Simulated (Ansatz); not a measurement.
Coupled-cluster diagnostics for [MoOS3]2- (MoS₃O²⁻), Ansatz.

Geometry of the singlet (PBE-D4/def2-SVPD):

```xyz
5

Mo    0.0399    0.0001    0.0644
O     0.9543    0.0022    1.5376
S    -0.2879   -2.1328   -0.5579
S     1.2157    1.1082   -1.4955
S    -1.9220    1.0223    0.4514
```

In the def2 sets Mo takes a core potential; there is no spin–orbit coupling. Correlated methods freeze 16 core orbitals; core or outer-core shells of Mo are correlated, in sets that lack core-valence functions. A multiply charged anion in the gas phase is held together partly by the finite basis.

Q: Estimate the CCSD(T) correlation energy, the shares of MP2 and (T), T1 and the reference's ⟨S²⟩ for: charge -2, singlet, own geometry in def2-SVPD; and the rough time on 4 threads of Arm Neoverse V1 on a shared host.

A: 
| state | basis | correlation (eV) | MP2 share (%) | (T) share (%) | T1 | ⟨S²⟩ (pure) | wall time |
| --- | --- | --- | --- | --- | --- | --- | --- |
| charge -2, singlet, own geometry | def2-SVPD | -30.849 | 100.3 | 7.0 | 0.027 | 0.00 (0.00) | 28 s |
Customary marks for T1 are 0.02 (closed shells), 0.045 (open shells) and about 0.05 (3d metals). T1 exceeds 0.02 in 1 of 1 rows and 0.045 in 0; the higher it lies, the less the single-reference result can be trusted.
